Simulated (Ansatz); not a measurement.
A search over several starts for the lowest SCF solution of Al₄ at the given spin, in a small basis.

```yaml
crystal:
  periodic: [false, false, false]
  atoms:
    - {symbol: Al, position_ang: [0.840894, 0.886770, 0.853090]}
    - {symbol: Al, position_ang: [-1.523291, 1.210280, -0.206234]}
    - {symbol: Al, position_ang: [-0.770836, -1.230626, 0.335563]}
    - {symbol: Al, position_ang: [1.453233, -0.866424, -0.982420]}
basis:
  gaussian: {orbitals: def2-SVP, initial_orbitals: start.molden}
magnetization: {spin_polarized: true, initial_magnetization: 4}
hamiltonian: {xc: pbe0, dispersion: d4}
output: {orbitals: {seedname: orbitals}}
```

The file start.molden holds the orbitals of an earlier run on this structure, at another level or in another basis.

```sh
$ ansatz run in.yaml --threads 4 --pin off --events-out ev --progress --plain --max-ram 3916MiB
```

Shortened log:

```
Functional definition: PBE0
  name "PBE0"
  cite "Adamo & Barone, J. Chem. Phys. 110, 6158 (1999) doi:10.1063/1.478522"
  cite "Perdew, Burke & Ernzerhof, Phys. Rev. Lett. 77, 3865 (1996) doi:10.1103/PhysRevLett.77.3865"
  parent pbe
  parameter a = 0.25
  parameter kappa = 0.804
  parameter beta = 0.06672455060314922
  exchange = (1 - a)*pbe_x(kappa = kappa, mu = beta*pi^2/3) + a*exact_x
  correlation = pbe_c(beta = beta)
632 factors; integrals over basis functions are off by at most 8.8e-4 eV
mean field evaluation 1: about -26364.1154 eV, gradient 2.8e0 eV
mean field evaluation 2: about -26364.2070 eV, gradient 1.2e-1 eV
mean field evaluation 4: about -26364.2706 eV, gradient 3.3e-3 eV
mean field evaluation 8: about -26363.4721 eV, gradient 8.0e0 eV
mean field evaluation 16: about -26364.2705 eV, gradient 2.5e-2 eV
mean field evaluation 32: about -26364.1193 eV, gradient 1.5e0 eV
mean field -26364.27058771 eV, -968.8690737540 hartree, gradient 3.7e-5 eV, S^2 6.017698; 4 other end points of the search recorded, 0 dependent functions left out
reference -26364.27061217 eV, -968.8690746526 hartree; 28, 24 occupied and 44, 48 virtual orbitals, 632 factors
Total energy: -26364.41546870 eV, -968.8743980322 hartree
```

It took 2 s on 4 threads of Arm Neoverse V2 on a shared host.

At PBE0-D4/def2-TZVP a triplet of charge 0 lies 0.15 eV below the quintet, each at its own geometry. The structure comes from a short search, and lower isomers may exist.
